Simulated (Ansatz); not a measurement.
Cl₅Nb, charge -1, doublet, at a GFN2-xTB geometry (such geometries of metal compounds can be far from the true shape) (the multiplicity is a formal guess) (core potentials on Nb) (a gas-phase anion, which may not be bound at this level).

The Ansatz (a first-principles code) input:
Ansatz 0.2 input:
```yaml
crystal:
  periodic: [false, false, false]
  atoms:
    - {symbol: Nb, position_ang: [-0.08605415, 0.01826542, 0.05623721]}
    - {symbol: Cl, position_ang: [1.86039851, -0.39487872, -1.21578815]}
    - {symbol: Cl, position_ang: [0.97858169, -1.02629909, 2.00042968]}
    - {symbol: Cl, position_ang: [-1.12922243, 1.05827333, -1.90198452]}
    - {symbol: Cl, position_ang: [-1.53365921, -1.72671987, -0.09399808]}
    - {symbol: Cl, position_ang: [0.03144382, 2.04557246, 1.07571015]}
basis:
  gaussian:
    orbitals: def2-SVP
hamiltonian:
  xc: {name: BHLYP}
total_charge: -1
magnetization: {spin_polarized: true, initial_magnetization: 1}
```

Problem. What does this run give for the <S^2>, total energy, number of basis functions?

Solution. 
The <S^2> is 0.754 and the total energy is -2357.5331 Eh. The number of basis functions is 121.

A gas-phase anion may not be bound at this level; its values then depend on the basis.

Problem. Roughly what does it cost on one core?

Solution. around 30 core-seconds (rough).
